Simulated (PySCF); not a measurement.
Zn(NH2)2 (H₄N₂Zn), SMILES [NH2][Zn][NH2]. Atoms are numbered in the order given.

```xyz
7

Zn     0.0000     0.0000     0.0200
N     -0.0654    -1.8134    -0.0876
H      0.7698    -2.2848    -0.4158
H     -0.4019    -2.3095     0.7294
N      0.0654     1.8134    -0.0876
H     -0.7698     2.2848    -0.4158
H      0.4019     2.3095     0.7294
```

Geometry: TPSSh-D3(BJ)/def2-TZVP. One conformer was computed; it need not be the lowest.

These are PySCF 2.14.0 with TDA-ωB97X/def2-SVPD values and carry that method's errors.

Vertical excitations. The molecule is in vacuum. State labels are in the subgroup C2.

Computed lowest excited states:
| state | symmetry | energy (eV) | λ (nm) | f | main pairs |
|---|---|---|---|---|---|
| S1 | B | 5.66 | 219 | 0.089 | HOMO→LUMO 83 % |
| S2 | A | 5.73 | 217 | 0.078 | HOMO−1→LUMO 84 % |
| S3 | A | 6.51 | 190 | 0.000 | HOMO→LUMO+1 67 %, HOMO−1→LUMO+2 27 % |
| S4 | B | 6.53 | 190 | 0.014 | HOMO→LUMO+2 55 %, HOMO−1→LUMO+1 38 % |
| S5 | A | 7.09 | 175 | 0.011 | HOMO−1→LUMO+2 64 %, HOMO→LUMO+1 27 % |
| S6 | B | 7.11 | 174 | 0.108 | HOMO−1→LUMO+1 52 %, HOMO→LUMO+2 34 % |
| S7 | A | 7.71 | 161 | 0.009 | HOMO→LUMO+3 72 % |
| S8 | B | 7.82 | 158 | 0.045 | HOMO−1→LUMO+3 69 %, HOMO→LUMO+4 11 % |
| S9 | B | 8.62 | 144 | 0.303 | HOMO−2→LUMO 80 % |
| S10 | A | 8.78 | 141 | 0.004 | HOMO→LUMO+5 48 %, HOMO−1→LUMO+6 24 %, HOMO−1→LUMO+4 18 % |
| T1 | B | 5.20 | 238 | 0 | HOMO→LUMO 86 % |
| T2 | A | 5.35 | 232 | 0 | HOMO−1→LUMO 83 % |
| T3 | A | 6.27 | 198 | 0 | HOMO→LUMO+1 73 %, HOMO−1→LUMO+2 17 % |
| T4 | B | 6.28 | 197 | 0 | HOMO→LUMO+2 62 %, HOMO−1→LUMO+1 27 % |
Triplets are in the Tamm–Dancoff approximation.
